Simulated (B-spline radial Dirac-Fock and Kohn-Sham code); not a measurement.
Two-hole binding energies of La¹³⁺

System: the La¹³⁺ ion, configuration 1s2 2s2 2p6 3s2 3p6 3d10 4s2 4p6 4d8.

Calculated with a radial atomic solver, using Dirac-Fock energy differences between relaxed states, corrected for Breit and QED terms. U is the two-hole binding energy less the two single-hole energies, the effective repulsion of the holes after relaxation. Each two-hole energy is an average over J within one jj subconfiguration.

| holes | E(a) (eV) | E(b) (eV) | E(ab) (eV) | U (eV) |
| --- | --- | --- | --- | --- |
| 1s⁻² | 39187.9 | 39187.9 | 79348.6 | 972.7 |
| 1s⁻¹ 2p1/2⁻¹ | 39187.9 | 6153.9 | 45633.1 | 291.3 |
| 1s⁻¹ 3p1/2⁻¹ | 39187.9 | 1463.5 | 40749.8 | 98.3 |
| 2s⁻² | 6533.5 | 6533.5 | 13239.7 | 172.6 |
| 2s⁻¹ 2p1/2⁻¹ | 6533.5 | 6153.9 | 12850.8 | 163.4 |
| 2p1/2⁻² | 6153.9 | 6153.9 | 12520.4 | 212.6 |
| 2p1/2⁻¹ 2p3/2⁻¹ | 6153.9 | 5745.7 | 12090.0 | 190.4 |
| 2s⁻¹ 3p1/2⁻¹ | 6533.5 | 1463.5 | ? | ? |
| 2p1/2⁻¹ 3s⁻¹ | 6153.9 | 1623.2 | 7857.9 | 80.8 |
| 2p1/2⁻¹ 3p3/2⁻¹ | 6153.9 | 1382.0 | 7618.7 | 82.8 |
| 2p3/2⁻¹ 3s⁻¹ | 5745.7 | 1623.2 | 7449.1 | 80.2 |
| 2p3/2⁻¹ 3p1/2⁻¹ | 5745.7 | 1463.5 | 7294.3 | 85.1 |
| 3p1/2⁻¹ 3p3/2⁻¹ | 1463.5 | 1382.0 | 2908.8 | 63.2 |
| 3p3/2⁻² | 1382.0 | 1382.0 | 2827.6 | 63.6 |

Q: Give the missing two-hole energy and U.

A: E(ab) = 8080.1 eV and U = 83.0 eV.
